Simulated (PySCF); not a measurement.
## Radial density of Re (rhenium, neutral)

wB97X-V, [Xe] 4f14 5d6 6s1, 6s spin antiparallel (an excited configuration). Calculation: PySCF 2.14, in x2c-TZVPPall (11s7p7d3f1g, 97 functions); scalar relativity by spin-free X2C-1e.

```
r (bohr)  4πr²ρ (e/bohr)  4πr²(ρα − ρβ)
  0.0137           103.5        -0.0025
  0.0231           90.31        -0.0011
  0.0388           118.3         0.0059
  0.0652           132.9         0.0836
   0.110           108.1         0.1908
   0.185           116.0        -0.0014
   0.310           66.74         0.2322
   0.522           63.79         0.0837
   0.878           20.81         0.7232
    1.48           8.892         2.3027
    2.49           2.193         0.7027
    4.18          0.4424        -0.0262
    7.03         0.01998        -0.0090
    11.8       4.445e-05         0.0000
```

Densities and radii are taken from the X2C orbitals without a picture-change correction, which distorts them close to the nucleus.

⟨L²⟩ = 7.47 against 6 for a pure D term, so this real determinant mixes terms. Spin-orbit coupling, absent here, splits the open shell strongly. With the s spin flipped the determinant is a mixture of two multiplicities, not a spectroscopic state.
